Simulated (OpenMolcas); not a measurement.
Computed transition rates of B

```json
{
 "Program": "OpenMolcas",
 "Method": "SS-CASPT2, IPEA 0.25 Eh, imaginary shift 0.1 Eh (closed shells correlated: 1s)",
 "Basis": "ANO-R3 [4s4p2d1f]",
 "Scalar Hamiltonian": "X2C, finite nucleus",
 "Active space": "3 electrons in 4 orbitals (2s 2p)",
 "State averaging": "2S+1 = 4 odd, 1 root (0 in the spin-orbit step); 2S+1 = 2 odd, 3 roots; 2S+1 = 4 even, 3 roots; 2S+1 = 2 even, 5 roots",
 "Spin-orbit coupling": "RASSI with atomic mean-field integrals over the reference wave functions, term energies averaged over their components"
}
```

Rates come from the transition moments of the reference wave functions (E1 in the length form). At fixed line strength A goes as λ^-3 for E1 and M1 and as λ^-5 for E2, so a rate at the computed wavelength can be rescaled to the measured one. Measured vacuum wavelengths follow from level energies in NIST Handbook of Basic Atomic Spectroscopic Data. Branching counts E1 and M1 decays inside the model space alone, at computed energies, and the table is only a selection of the E1 lines, drawn from those between levels with measured partners whose computed energy lies within a factor of 1.5 of the measured one.

```csv
Upper,Lower,Type,λ computed (nm),λ measured (nm),A computed (s-1),A rescaled (s-1),Branching %
2s 2p² ⁴P_3/2,2s² 2p ²P°_3/2,E1,363.8,346.5,1.06e-01,,16.6
2s 2p² ⁴P_5/2,2s² 2p ²P°_3/2,E1,363.7,346.4,3.84e+00,,100.0
2s 2p² ⁴P_3/2,2s² 2p ²P°_1/2,E1,363.7,346.3,5.33e-01,,83.4
2s 2p² ²D_3/2,2s² 2p ²P°_3/2,E1,202.6,209,3.71e+07,3.38e+07,16.7
2s 2p² ²D_5/2,2s² 2p ²P°_3/2,E1,202.6,209,2.23e+08,2.03e+08,100.0
2s 2p² ²D_3/2,2s² 2p ²P°_1/2,E1,202.6,209,1.86e+08,1.69e+08,83.3
```

Spin-changing lines and M1 lines between different terms are not rescaled, since their strength hangs on the term gaps too.

The largest correction is for 2s 2p² ²D_3/2 → 2s² 2p ²P°_3/2 (E1): 3.71e+07 × (202.6 / 209)^3 = 3.38e+07 s-1, a factor of 0.91.

The computed rate and branching of 2s 2p² ²D_5/2 → 2s² 2p ²P°_3/2 give the upper level a radiative lifetime of 1.000 / 2.23e+08 s-1 = 4.48e-09 s, counting decays inside the model space alone. The rescaled rate gives about 4.9e-09 s.

The computed order of these levels differs from the measured one in 1 place, and where term gaps are wrong the rates of spin-changing lines can be off by large factors.

No measured rate stands beside these. Rescaling mends the energy factor alone: line strengths can still be far off where a level mixes with configurations outside the active space, and weak or spin-changing lines hang on small mixing coefficients that depend on the term gaps too, so rescaling need not improve them.

CASPT2 does not keep the components of a term degenerate, so their means are used; among the terms shown or strongly mixed into the levels shown the widest spread is 14 cm-1 (2s 2p² ²D). Measured partners are found by configuration, term and J. A level has none where our copy of the source lacks it or the pairing is in doubt (some pairs that miss far off the trend of their configuration count as doubtful). Levels of configurations outside the active space are missing.

° marks odd parity.
